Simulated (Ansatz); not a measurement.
Two isomers of C3H10Si2: A = `C[SiH2]/C=C/[SiH3]`, B = `C1C[SiH2][SiH2]C1`.

Calculated with Ansatz (gas phase, PBE0-D4/def2-TZVP geometries, no zero-point term in ΔE). CBS: MP2 limit from def2 TZ/QZ plus the TZ coupled-cluster correction, frozen cores. Functionals use def2-TZVPP. Each species was taken in one conformer, which may not be the lowest.

A:

```xyz
15

C    -1.724   -1.065   -1.901
Si    0.079   -0.803   -1.478
C     0.292   -0.302    0.307
C     0.818    0.866    0.696
Si    1.014    1.369    2.479
H    -2.296   -0.148   -1.747
H    -2.160   -1.847   -1.275
H    -1.837   -1.368   -2.945
H     0.830   -2.066   -1.730
H     0.668    0.276   -2.321
H    -0.040   -0.997    1.082
H     1.152    1.562   -0.076
H     2.444    1.628    2.801
H     0.502    0.276    3.347
H     0.258    2.620    2.761
```

B:

Z-matrix (Å, degrees):
```
C
C 1 1.534
C 1 1.534 2 111.8
H 1 1.097 2 109.2 3 121.0
H 1 1.095 2 110.2 3 -122.9
Si 2 1.898 1 108.7 3 -53.0
H 2 1.096 1 109.6 3 65.0
H 2 1.093 1 111.4 3 -177.0
Si 3 1.898 1 108.8 2 52.9
H 3 1.096 1 109.6 2 -65.1
H 3 1.093 1 111.4 2 177.0
H 6 1.488 2 112.9 1 147.8
H 6 1.490 2 111.4 1 -90.3
H 9 1.490 3 111.4 1 90.4
H 9 1.488 3 112.9 1 -147.7
```

Problem. Which is lower in electronic energy at CCSD(T)/CBS, and by how much? (Estimate.)

Solution. Ansatz gave: B, by 54.3 kJ/mol.

Problem. Give E(B) − E(A) in kJ/mol with HF/def2-TZVPP, PBE-D4, CCSD(T)/def2-TZVPP, PBE0-D4, B2PLYP, r2SCAN-D4, ωB97M-V. (Best estimate.)

Solution. Computed: HF/def2-TZVPP -18.6, PBE-D4 -71.9, CCSD(T)/def2-TZVPP -53.1, PBE0-D4 -79.0, B2PLYP -41.6, r2SCAN-D4 -61.9, ωB97M-V -55.3. None reverses the order clearly.

Largest T1 diagnostic: 0.011.

The D4 term adds −9.7 kJ/mol with B3LYP and −4.9 kJ/mol with PBE0; it sums over pairs of atoms, weighted by their polarisabilities, and B3LYP, whose exchange is more repulsive, gets the larger term. In def2-TZVPP, CCSD(T) changes the Hartree–Fock value by −34.5 kJ/mol (the triples alone add −1.5 kJ/mol) and MP2 by −39.6 kJ/mol.

B3LYP here is the variant with VWN-RPA as its local correlation; programs differ in this.
